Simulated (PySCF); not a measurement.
How the method changes the constants of RbIn⁺

State: ²Σ⁺ (doublet), unpaired electrons σ ↑. Set-up: Rb def2-SVP with ECP28, In def2-SVP with ECP28; scalar-relativistic core potentials (PySCF 2.14). De refers to Rb⁺ + In in their high-spin ground configurations, without counterpoise correction. The functionals are run spin-unrestricted. A positive dipole points towards In; it is taken about the centre of mass and depends on that origin.

```
      Level  Re (Å)  ωe (cm⁻¹)  De (eV)  μ (D)  CPU s a point (SCF and correlation, without the integrals)
        UHF   4.359       43.3    0.393  -9.02                                                        0.14
    UHF-MP2   4.216       47.4    0.445    n/a                                                        0.24
UHF-SCS-MP2   4.246       46.3    0.430    n/a                                                         n/a
   UHF-CCSD   4.213       47.7    0.442    n/a                                                         n/a
UHF-CCSD(T)   4.206       48.0    0.445    n/a                                                         7.6
        PBE   4.228       43.7     0.58  -6.85                                                        0.54
       BP86   4.240       43.6     0.51  -7.29                                                        0.39
     r²SCAN   4.209       46.2    0.467  -7.96                                                        0.68
       PBE0   4.170       47.7     0.51  -7.50                                                        0.89
    r²SCAN0   4.168       48.7    0.463  -8.06                                                        0.67
  BHandHLYP   4.189       48.4    0.486  -7.81                                                        0.47
```

Problem. Which functional lies closest to UHF-CCSD(T) in De, which farthest, and by how much do they differ from it?

Solution. Closest is r²SCAN0 (-3.8 pm in Re, +1.5 % in ωe, +0.02 eV in De against UHF-CCSD(T) in the same basis), farthest PBE (+2.2 pm in Re, -9.0 % in ωe, +0.13 eV in De). CCSD(T) converges more slowly with the basis than the functionals do and binds too weakly in this one, so the order can change at the basis-set limit.

Problem. What does a quarter of exact exchange do here, going from PBE to PBE0?

Solution. PBE0 less PBE: -5.8 pm in Re, +9.2 % in ωe, -0.07 eV in De. Exact exchange removes part of the self-interaction that spreads semilocal densities, and in most molecules shortens and stiffens the bond and lowers De; so it does here.

Problem. What does the step from GGA to meta-GGA do here, going from PBE to r²SCAN?

Solution. r²SCAN less PBE: -1.9 pm in Re, +5.7 % in ωe, -0.11 eV in De. 

Correlated steps freeze 4 core orbitals. Correlated levels converge slowly with the basis: in double zeta they bind strong bonds too weakly, by up to about 1 eV, and carry superposition errors of some tenths. These are scalar-relativistic numbers at best; spin–orbit coupling would shift them, the dissociation energy most. For an ion De counts to the pair picked by the measured ionisation energies or electron affinities, which need not be the lowest pair at this level. The state was picked by a PBE0 search and need not be the measured ground state.

The whole job (state search and all levels along the bond) took about 2.2 min on 1 thread of Oxide Virtual Turin-like (shared host), peak memory 0.62 GiB.
